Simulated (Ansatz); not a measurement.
Consider the redistribution: `N[SiH2][O][GeH2][NH2]` + `[NH2][GeH2][O][SiH](N)F` → `[NH2][GeH2][O][GeH2][NH2]` + `N[SiH2]O[SiH](N)F`.

Program: Ansatz. Geometries: PBE0-D4/def2-TZVP. ΔE: electronic, gas phase. CCSD(T)/CBS is the MP2 limit (def2-TZVPP, def2-QZVPP) plus CCSD(T) − MP2 in def2-TZVPP, frozen cores. For Ge outer-core shells are correlated without core-valence functions, which leaves a few kJ/mol of doubt a bond. Scalar relativity is left out up to krypton. One conformer a species, not always the lowest.

```csv
species,CCSD(T)/CBS(def2) energy (Eh)
`N[SiH2][O][GeH2][NH2]`,-2554.70154
`[NH2][GeH2][O][SiH](N)F`,-2653.97797
`[NH2][GeH2][O][GeH2][NH2]`,-4341.68936
`N[SiH2]O[SiH](N)F`,-866.98850
```

Q: Work out ΔE.

A: ΔE = (-4341.68936) + (-866.98850) − (-2554.70154) − (-2653.97797) = 0.00165 Eh = +1.0 kcal/mol.

Largest T1 diagnostic among the species: 0.012.
